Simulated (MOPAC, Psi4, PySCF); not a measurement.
Torsional profile of SMILES CC(=O)c1cccs1 (C6H6OS). Scanned: dihedral O3–C2–C4–S8; all other coordinates were relaxed at GFN2-xTB. Points at φ and −φ are mirror images. Heavy atoms are numbered in the order of the SMILES CC(=O)c1cccs1, hydrogens after them in the order of the atoms that carry them; the mirror image has the same energies with the sign of each dihedral reversed.

Methods: AM1, restricted, heats of formation // GFN2-xTB (MOPAC); PBE0-D3(BJ)/def2-SVP // GFN2-xTB (Psi4); RMP2/6-31G* = restricted MP2 (frozen core)/6-31G*, spherical d // GFN2-xTB run with PySCF 2.14.0.

Energies in kJ/mol, each method relative to its own lowest point.

| φ / ° | AM1 | PBE0-D3(BJ)/def2-SVP | RMP2/6-31G* |
|---|---|---|---|
| -150 | 2.5 | 9.9 | 11.9 |
| -120 | 8.9 | 28.1 | 28.0 |
| -90 | 11.5 | 40.1 | 38.4 |
| -60 | 8.0 | 29.4 | 27.2 |
| -30 | 4.4 | 10.2 | 9.0 |
| 0 | 3.2 | 0.0 | 0.0 |
| 30 | 4.4 | 10.2 | 9.0 |
| 60 | 8.0 | 29.4 | 27.2 |
| 90 | 11.5 | 40.1 | 38.4 |
| 120 | 8.9 | 28.1 | 28.0 |
| 150 | 2.5 | 9.9 | 11.9 |
| 180 | 0.0 | 2.3 | 5.8 |
